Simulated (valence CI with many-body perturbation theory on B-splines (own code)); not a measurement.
## Forbidden lines of Pd³¹⁺

Level of theory: valence CI with perturbative core correlation (CI+MBPT): five valence electrons over a frozen Dirac-Fock core [Ne], radial functions for each j: 9 s, 9 p, 8 d, 6 f, 3 g, 1 h, with the one-electron correlation potential Σ1, the two-electron term Σ2, the three-electron term Σ3, Breit, model QED; selected CI, second order for the rest (own B-spline code, finite nucleus).

The last digits are not significant, and no measured levels were compared; by estimate large intervals hold to a few tenths of a per cent, small ones and those within an open d or f shell to about a per cent. Among the levels kept, up to 600 cm⁻¹ of a level comes from second order outside the variational space, and about a tenth of that is noise between levels of different J, which matters for small intervals.

Lines 1 to 17 of 17 in falling wavelength, among levels below 2003500 cm⁻¹, chosen from the decays that carry over 1 % of a level's rate. Wavelengths and rates use the calculated energies. Electric multipoles are in the length gauge, E1 and E2 with the static RPA response of the core. S is in atomic units (e²a₀⁴ for E2 and M2, e²a₀⁶ for E3), for M1 in squared Bohr magnetons. Weak lines are less certain than strong ones. Lines between different terms over intervals too small for the method are left out, as are lines whose strength nearly cancels.

Levels are named by their leading jj configuration (3d3/2^4 stands for four electrons in 3d with j = 3/2), which in mixed levels can hold well under half, so a name can repeat and another be missing. Letters in brackets count levels of one name in rising energy.

```
λ vac (nm)                           Upper                               Lower  Type   A (s⁻¹)  S (a.u.)
     199.9  (3s^2 3p1/2 3p3/2 3d5/2) J=9/2  (3s^2 3p1/2 3p3/2 3d5/2) J=7/2 [a]    M1  3.83e+02  1.13e+00
     192.2      (3s^2 3p1/2 3p3/2^2) J=5/2          (3s^2 3p1/2 3p3/2^2) J=3/2    M1  7.58e+02  1.20e+00
     132.8  (3s^2 3p1/2 3p3/2 3d5/2) J=9/2      (3s^2 3p1/2 3p3/2 3d3/2) J=7/2    M1  6.46e+03  5.62e+00
     52.59      (3s^2 3p3/2^2 3d5/2) J=9/2  (3s^2 3p1/2 3p3/2 3d5/2) J=7/2 [b]    M1  7.15e+04  3.86e+00
     40.97  (3s^2 3p1/2 3p3/2 3d5/2) J=9/2          (3s^2 3p1/2^2 3d5/2) J=5/2    E2  1.28e+02  1.32e-02
     39.87      (3s^2 3p1/2 3p3/2^2) J=3/2          (3s^2 3p1/2^2 3p3/2) J=3/2    M1  3.41e+05  3.20e+00
     39.32            (3s^2 3p3/2^3) J=3/2          (3s^2 3p1/2 3p3/2^2) J=1/2    M1  8.55e+04  7.71e-01
     35.00      (3s^2 3p3/2^2 3d5/2) J=9/2      (3s^2 3p1/2 3p3/2 3d5/2) J=9/2    M1  1.90e+05  3.02e+00
     33.02      (3s^2 3p1/2 3p3/2^2) J=5/2          (3s^2 3p1/2^2 3p3/2) J=3/2    M1  6.47e+04  5.18e-01
     33.02      (3s^2 3p1/2 3p3/2^2) J=5/2          (3s^2 3p1/2^2 3p3/2) J=3/2    E2  8.87e+02  1.87e-02
     31.30            (3s^2 3p3/2^3) J=3/2          (3s^2 3p1/2 3p3/2^2) J=5/2    M1  1.52e+05  6.91e-01
     29.78      (3s^2 3p3/2^2 3d5/2) J=9/2  (3s^2 3p1/2 3p3/2 3d5/2) J=7/2 [a]    M1  1.45e+05  1.42e+00
     27.70      (3s^2 3p3/2^2 3d5/2) J=9/2      (3s^2 3p1/2 3p3/2 3d3/2) J=7/2    M1  5.24e+04  4.13e-01
     27.18      (3s^2 3p1/2 3p3/2^2) J=1/2          (3s^2 3p1/2^2 3p3/2) J=3/2    M1  3.52e+05  5.23e-01
     26.92            (3s^2 3p3/2^3) J=3/2          (3s^2 3p1/2 3p3/2^2) J=3/2    M1  7.05e+05  2.04e+00
     22.00  (3s^2 3p1/2 3p3/2 3d5/2) J=9/2          (3s 3p1/2^2 3p3/2^2) J=5/2    E2  3.47e+02  1.60e-03
     9.504  (3s^2 3p1/2 3p3/2 3d5/2) J=9/2          (3s^2 3p1/2 3p3/2^2) J=5/2    M2  8.96e+02  6.20e-05
```
